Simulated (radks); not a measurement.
Task: Species: Cd. Configuration: [Kr] 4d10 5s2. Calculated with a radial shooting solver on a logarithmic mesh with Libxc functionals: non-relativistic Kohn-Sham, TPSS, spin-polarised, spherical densities, point nucleus; meta-GGA in the generalised Kohn-Sham scheme; relativity is left out, which matters for an element this heavy. Some entries of the table are withheld. Estimate them.

| orbital | occ. | eigenvalue (Ry) | <r> (bohr) | <r^2> (bohr^2) |
|---|---|---|---|---|
| 1s | 2 | (1) | 0.03169 | 0.001344 |
| 2s | 2 | -274.2405 | 0.1373 | 0.02213 |
| 2p | 6 | (2) | 0.1173 | 0.01673 |
| 3s | 2 | -51.03362 | 0.3707 | 0.1570 |
| 3p | 6 | -43.40444 | 0.3626 | 0.1524 |
| 3d | 10 | (3) | 0.3347 | 0.1331 |
| 4s | 2 | -7.26661 | 0.9109 | 0.9397 |
| 4p | 6 | -4.82923 | 0.9748 | 1.088 |
| 4d | 10 | -0.93141 | 1.273 | 1.976 |
| 5s | 2 | -0.38154 | 3.029 | (4) |

Result: 
(1) 1s eigenvalue (Ry): -1887.177
(2) 2p eigenvalue (Ry): -255.4919
(3) 3d eigenvalue (Ry): -29.35496
(4) 5s <r^2> (bohr^2): 10.65
